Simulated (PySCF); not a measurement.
Excitations are Tamm–Dancoff values on a coarser integration grid. The basis has no diffuse functions, so Rydberg states are missing or too high.

Z-matrix (Å, degrees):
```
B
F 1 1.3090
F 1 1.3090 2 119.23
Br 1 1.9026 2 120.39 3 180.00
```
Charge 0, spin multiplicity 1.

### Question
Give the dipole moment, S1–T1 gap (TDA), LUMO, S1 excitation (TDA) and T1 excitation (TDA) at the level PBE0-D4/def2-TZVP in PySCF 2.14.0.

### Answer

```
Quantity               Result
-------------------  --------
dipole moment          0.27 D
S1–T1 gap (TDA)       0.21 eV
LUMO                 -0.40 eV
S1 excitation (TDA)   6.98 eV
T1 excitation (TDA)   6.77 eV
```
